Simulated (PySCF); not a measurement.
C2H9BO2Si.
SMILES: `BCO[SiH2]OC`

The closed-shell SCF was solved with PySCF and density fitting under several settings on one GFN2-xTB geometry (grid level 2 and gas phase unless stated).

| settings | basis functions | SCF cycles | E (Eh) | HOMO (eV) | LUMO (eV) | dipole (D) |
| --- | --- | --- | --- | --- | --- | --- |
| LDA/pcSseg-1, IEF-PCM dichloromethane | 154 | 15 | -543.1137 | -6.59 | -2.78 | 2.26 |
| PBE/def2-SVPD, IEF-PCM acetonitrile | 202 | 15 | -545.6940 | -6.56 | -2.49 | 2.10 |

Problem. Estimate the row for these settings: B97-2/pcSseg-1, energy threshold 1e-08 Eh.

Solution. 
| settings | basis functions | SCF cycles | E (Eh) | HOMO (eV) | LUMO (eV) | dipole (D) |
| --- | --- | --- | --- | --- | --- | --- |
| B97-2/pcSseg-1, energy threshold 1e-08 Eh | 154 | 9 | -546.3194 | -7.67 | -1.69 | 1.87 |

Problem. Over all rows, what range does the HOMO–LUMO gap span?

Solution. From 3.81 eV (LDA/pcSseg-1, IEF-PCM dichloromethane) to 5.98 eV (B97-2/pcSseg-1, energy threshold 1e-08 Eh). The functional of the narrowest has no exact exchange, that of the widest 21 % exact exchange.

Problem. And the dipole moment?

Solution. From 1.87 D (B97-2/pcSseg-1, energy threshold 1e-08 Eh) to 2.26 D (LDA/pcSseg-1, IEF-PCM dichloromethane); the largest is 1.21 times the smallest, and the median is 2.10 D.

Cycle counts include a coarse-grid stage where the run had one. Geometry: GFN2-xTB, one conformer.

Conformer computed: `[BH2:1][CH2:2][O:3][SiH2:4][O:5][CH3:6]`: B1–C2–O3–Si4 -1°, C2–O3–Si4–O5 -174°, O3–Si4–O5–C6 -57°.
